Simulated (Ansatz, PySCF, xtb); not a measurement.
Dimer: HI (SMILES I) (first 2 atoms) with CH6Si (SMILES C[SiH3]); geometry from B3LYP-D3(BJ)/def2-TZVP.
(charge 0, multiplicity 1):
```xyz
10

I     -0.5480     1.2789    -0.4881
H     -0.8144    -0.0192     0.4396
C     -0.1665     1.0426     3.7830
Si     0.2114    -0.7178     3.2665
H     -1.1587     1.1122     4.2325
H     -0.1348     1.7136     2.9231
H      0.5625     1.3945     4.5153
H      0.1636    -1.6387     4.4277
H      1.5502    -0.8130     2.6374
H     -0.7884    -1.1915     2.2718
```

Counterpoise-corrected where a basis set is named; no monomer relaxation. Rows marked so take none.

Rows in 3-21G carry no dispersion term and start afresh at each structure; the Pople sets are all-electron and without relativity.

Run with Ansatz (Gaussian orbitals); PySCF for 3-21G rows; xtb for the GFN methods. Values without a source in brackets are computed. In def2 rows elements past Kr take small-core potentials, without spin–orbit coupling.

One of these levels gives -6.3 kJ/mol for the interaction energy. Which one is it?
A) HF/3-21G (no counterpoise)
B) B97M-V/def2-TZVPPD
C) GFN-FF

B, B97M-V/def2-TZVPPD. The others give -3.0 (GFN-FF), 2.3 (HF/3-21G (no counterpoise))

Ansatz is a quantum-chemistry and plane-wave program.
